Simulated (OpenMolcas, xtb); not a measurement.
GeSiH4O2 (SMILES [OH][Ge][O][SiH3]): methods side by side

GeSiH4O2 has 8 atoms, charge 0, and is taken as a singlet. SMILES: `[OH][Ge][O][SiH3]`. The coordinates come from a PBE0-D4/def2-TZVP relaxation. This is one conformer, not always the lowest.

Quantity: the HOMO–LUMO gap, in eV. The values are calculated.

```json
{"level": "GFN0-xTB", "kind": "semi-empirical", "program": "xtb", "value (eV)": "3.64"}
{"level": "HF/def2-SVP", "kind": "Hartree–Fock", "program": "OpenMolcas", "value (eV)": "11.80"}
{"level": "SVWN5/def2-SVP", "kind": "LDA", "program": "OpenMolcas", "value (eV)": "4.02"}
{"level": "BLYP/def2-SVP", "kind": "GGA", "program": "OpenMolcas", "value (eV)": "4.05"}
{"level": "M06-L/def2-SVP", "kind": "meta-GGA", "program": "OpenMolcas", "value (eV)": "4.44"}
{"level": "B3LYP/def2-SVP", "kind": "global hybrid", "program": "OpenMolcas", "value (eV)": "5.64"}
{"level": "B2PLYP/def2-SVP", "kind": "double hybrid", "program": "OpenMolcas", "value (eV)": "8.22"}
```

All-electron rows without a relativistic Hamiltonian named are non-relativistic. The values span 3.64 to 11.80 eV. Orbital gaps aren't excitation energies, and those of double hybrids come from the SCF part alone; they tend to grow with the share of exact exchange.
